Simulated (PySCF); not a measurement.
## Gas-phase XPS of ZnPh2, computed

ZnPh2, C12H10Zn (singlet state).
Cartesian coordinates in Å at the PBE0-D3(BJ)/def2-SVP level; atoms count from 1:
```
atom  x, y, z in Å
Zn1    0.0012   -0.0213   -0.0013
C2     0.0139   -0.0339    1.9364
C3    -0.0558   -1.2330    2.6668
C4    -0.0520   -1.2402    4.0618
C5     0.0239   -0.0391    4.7654
C6     0.0946    1.1648    4.0662
C7     0.0884    1.1624    2.6711
H8    -0.1146   -2.1942    2.1455
H9    -0.1077   -2.1885    4.6033
H10    0.0278   -0.0414    5.8584
H11    0.1540    2.1111    4.6108
H12    0.1444    2.1256    2.1532
C13   -0.0163    0.0076   -1.9387
C14   -1.2169   -0.1043   -2.6615
C15   -1.2355   -0.0799   -4.0562
C16   -0.0444    0.0592   -4.7669
C17    1.1606    0.1730   -4.0754
C18    1.1697    0.1465   -2.6806
H19   -2.1705   -0.2140   -2.1344
H20   -2.1846   -0.1692   -4.5915
H21   -0.0552    0.0793   -5.8598
H22    2.0990    0.2821   -4.6257
H23    2.1335    0.2372   -2.1687
```

Method: delta-SCF UKS SCAN, pcX-2 on the ionised atom (unc-x2c-TZVPall on a metal), pcseg-1 elsewhere, spin-free X2C in PySCF. Each binding energy is the total energy of the core-ionised species, with the hole localised on one atom, minus that of the ground state; both are solved self-consistently, so orbital relaxation is included.

Give the core binding energies atom by atom.

| atom(s) | bonded to | level | binding energy (eV) | above the level's lowest (eV) | count |
| --- | --- | --- | --- | --- | --- |
| C2/C13 | 2 C and Zn | C 1s | 289.29 | 0.00 | 2 |
| C3/C7/C14/C18 | 2 C and H | C 1s | 289.90 | +0.61 | 4 |
| C4/C6/C15/C17 | 2 C and H | C 1s | 289.97 | +0.68 | 4 |
| C5/C16 | 2 C and H | C 1s | 290.00 | +0.71 | 2 |

Lowest listed C 1s: C2/C13, bonded to 2 C and Zn. Highest, 0.71 eV above it: C5/C16, bonded to 2 C and H. The values 289.97 and 290.00 eV lie too close for their order to be trusted.

Which photon energy gives electrons from C 1s of C2/C13 a kinetic energy of 50 eV, and what is their de Broglie wavelength?

hν = 289.29 + 50 = 339.29 eV, recoil neglected; λ = 12.264 Å/√(E/eV) = 1.73 Å.

Which photon wavelength matches the C 1s of C2/C13 threshold?

λ = hc/E = 12398.42 eV Å / 289.29 eV = 42.858 Å.

Atoms equivalent by their bonding share one computed value, that of the first of them. Not every level is listed. Spin contamination (⟨S²⟩ against 0.75 for a pure doublet) is marked for C 1s of C2/C13 (0.85), which makes this value less certain. No level of zinc is listed. Geometry: PBE0-D3(BJ)/def2-SVP; no solvent, vibrations or thermal averaging. Metal 2p energies of this one-determinant scheme are less reliable than its 1s energies.

On Intel Xeon Platinum 8259CL at 2.50 GHz, 2 threads, no GPU, shared host, this took 3.0 min wall, 6.9 min CPU and 1.7 GiB of memory at its peak.
